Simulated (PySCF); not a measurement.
How methods differ on the excitation energy of Cu²⁺

Cu²⁺ [Ar] 3d9 (2D) → Cu²⁺ [Ar] 3d8 4s1 (4F), as a difference of total energies. Computed with PySCF 2.14 in aug-cc-pVDZ-PP with ECP10MDF (5s5p4d2f, 54 functions), with a scalar-relativistic core potential. Correlated levels: valence: 3s2 3p6 frozen. The calculations carry no spin-orbit coupling.

```
           method  excitation energy (cm⁻¹)
              UHF                     47896
              LDA                     62148
              PBE                     58288
             PBE0                     57769
           r2SCAN                     52203
             BLYP                     56071
          wB97M-V                     58408
           revPBE                     58247
          LC-wPBE                     61151
    MP2 (valence)                     63215
SCS-MP2 (valence)                     62625
```
